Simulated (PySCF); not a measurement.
Two species compared at the same levels of theory.

First species: 2,4-difluorotoluene, C7H6F2.
Cartesian coordinates in Å at the GFN2-xTB level; atoms count from 1:
```
atom  x, y, z in Å
C1    -2.225    0.014   -0.133
C2    -0.732   -0.028   -0.041
C3    -0.027   -1.216    0.088
C4     1.355   -1.235    0.169
C5     2.043   -0.037    0.118
F6     3.387   -0.043    0.194
C7     1.387    1.175   -0.007
C8     0.008    1.150   -0.084
F9    -0.646    2.323   -0.206
H10   -2.530    0.461   -1.079
H11   -2.635    0.632    0.665
H12   -2.645   -0.984   -0.061
H13   -0.571   -2.148    0.127
H14    1.897   -2.161    0.269
H15    1.929    2.105   -0.043
```

Second species: C6H13PS.
Cartesian coordinates in Å at the GFN2-xTB level; atoms count from 1:
```
atom  x, y, z in Å
C1    -2.376   -0.733   -0.191
C2    -0.961   -0.374    0.258
C3    -0.663    1.099   -0.035
C4     0.661    1.568    0.565
C5     1.861    0.892   -0.087
P6     1.775   -0.933    0.069
S7     3.161   -1.948   -0.811
C8     0.050   -1.284   -0.438
H9    -3.107   -0.120    0.331
H10   -2.593   -1.778    0.019
H11   -2.489   -0.566   -1.260
H12   -0.887   -0.534    1.341
H13   -1.470    1.707    0.379
H14   -0.650    1.256   -1.116
H15    0.665    1.359    1.638
H16    0.751    2.650    0.437
H17    2.803    1.228    0.357
H18    1.909    1.109   -1.160
H19    1.691   -1.084    1.461
H20   -0.152   -2.340   -0.229
H21    0.012   -1.155   -1.527
```

Levels: PBE0/pcSseg-1 for HOMO energy, LUMO energy and HOMO–LUMO gap. Geometries: GFN2-xTB. Each structure is a single optimised conformer of the isolated species, non-relativistic unless stated; the electronic structure was computed with PySCF and density fitting.

Values for the first species:

```
HOMO energy   : -7.13 eV
LUMO energy   : -0.54 eV
HOMO–LUMO gap : 6.59 eV
```

Estimate the same properties for the second species, and the change in each.

| property | first | second | second less first |
| --- | --- | --- | --- |
| HOMO energy | -7.13 eV | -6.35 eV | +0.78 eV |
| LUMO energy | -0.54 eV | 0.68 eV | +1.22 eV |
| HOMO–LUMO gap | 6.59 eV | 7.03 eV | +0.44 eV |

